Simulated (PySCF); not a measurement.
# How methods differ on the ionisation energy of Co

Co [Ar] 3d7 4s2 (4F) → Co⁺ [Ar] 3d8 (3F), as a difference of total energies. All numbers are calculated (PySCF 2.14, scalar relativity by spin-free X2C-1e, in aug-cc-pVTZ-DK (8s7p5d3f2g, 93 functions)). Correlated levels: valence: [Ar] frozen. The calculations carry no spin-orbit coupling.

```csv
method,ionisation energy (eV),error (eV)
UHF,8.295,+0.426
MP2 (valence),7.429,-0.440
SCS-MP2 (valence),7.451,-0.418
CCSD (valence),8.082,+0.213
CCSD(T) (valence),8.074,+0.205
```

Reference: 7.869 eV (measured; NIST levels, between the centres of gravity of the two terms).

Errors of the correlated levels include the incompleteness of this basis and the frozen core.
